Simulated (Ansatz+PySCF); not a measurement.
## singlet Mg₄O₄: levels of theory in one basis

```xyz
8

Mg   -1.0119   -1.0119   -1.0119
O    -1.1005   -1.1005    1.1005
O    -1.1005    1.1005   -1.1005
Mg   -1.0119    1.0119    1.0119
O     1.1005   -1.1005   -1.1005
Mg    1.0119   -1.0119    1.0119
Mg    1.0119    1.0119   -1.0119
O     1.1005    1.1005    1.1005
```

Basis set: def2-SVP (spherical functions). Frozen core: 8 orbitals. Charge 0, multiplicity 1.

Computed with Ansatz (development build ahead of 0.2.0); each method stands on the lowest determinant of its kind that the runs found.

```
method  E − E(RHF) (eV)  <S²> of the determinant
   RHF             0.00                     0.00
```

Q: What does RHF-MP2 give on the same scale?

A: -25.80 eV.

Q: Is a single determinant a sound starting point here?

A: By this sign, yes. Unrestricted orbitals gain 0.00 eV and <S²> is 0.00 against 0.00 for a pure state.
